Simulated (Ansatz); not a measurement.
Total energies of `[SiH3]C[O][SbH2]`.

Cartesian coordinates in Å:
```
Si 0.408 0.409 1.548
C 0.856 0.568 -0.284
O 0.343 -0.524 -1.032
Sb -1.525 -0.423 -1.669
H 0.970 -0.843 2.115
H 0.911 1.576 2.324
H -1.077 0.360 1.664
H 0.514 1.541 -0.670
H 1.946 0.564 -0.405
H -1.221 -1.544 -2.924
H -2.125 -1.683 -0.666
```

Charge 0, multiplicity 1. Correlated methods include outer-core shells of Sb, which these sets cover unevenly. Sb takes the def2 core potential. All single points use the PBE0-D4/def2-TZVP geometry. It is one conformer, not always the lowest. Basis def2-TZVPP, Ansatz 0.2.0.

RPA on PBE orbitals: Hartree–Fock energy of these orbitals -644.95712 Eh, correlation -1.43905 Eh (frozen core).

```json
{"functional": "PBE", "energy without D4 (Eh)": "-647.00985", "D4 term (kJ/mol)": "-25.4"}
{"functional": "BLYP", "energy without D4 (Eh)": "-647.21532", "D4 term (kJ/mol)": "-55.2"}
{"functional": "r2SCAN", "energy without D4 (Eh)": "-647.31227", "D4 term (kJ/mol)": "-6.1"}
{"functional": "PBE0", "energy without D4 (Eh)": "-647.05705", "D4 term (kJ/mol)": "-21.6"}
{"functional": "B3LYP", "energy without D4 (Eh)": "-647.42178", "D4 term (kJ/mol)": "-41.2"}
{"functional": "r2SCAN0", "energy without D4 (Eh)": "-647.25987", "D4 term (kJ/mol)": "-7.3"}
{"functional": "BHLYP", "energy without D4 (Eh)": "-647.17648", "D4 term (kJ/mol)": "-33.5"}
{"functional": "CAM-B3LYP", "energy without D4 (Eh)": "-647.25654", "D4 term (kJ/mol)": "-22.2"}
{"functional": "ωB97M-V", "energy without D4 (Eh)": "-647.18984", "D4 term (kJ/mol)": "–"}
{"functional": "B2PLYP", "energy without D4 (Eh)": "-646.88770", "D4 term (kJ/mol)": "–"}
```

(1) Give the same for LDA (SPW92), revPBE, B97M-V, r2SCANh, HSE06 (plane-wave form), LC-ωPBE, ωB97X-V, PBE-QIDH. (Best estimate.)

B3LYP takes the VWN-RPA correlation (the form of Gaussian; ORCA's B3LYP/G). HSE06 is the plane-wave form, built on full-range PBE exchange. The double hybrids freeze the cores in their second-order part.

## Answers

(1) The calculation gave: 
```tsv
functional	energy without D4 (Eh)	D4 term (kJ/mol)
LDA (SPW92)	-644.82937	–
revPBE	-647.25642	-72.2
B97M-V	-647.21602	–
r2SCANh	-647.29077	-6.6
HSE06 (plane-wave form)	-647.04221	-20.3
LC-ωPBE	-647.18330	–
ωB97X-V	-647.20950	–
PBE-QIDH	-646.75647	–
```

LC-ωPBE has ω = 0.4 bohr⁻¹.
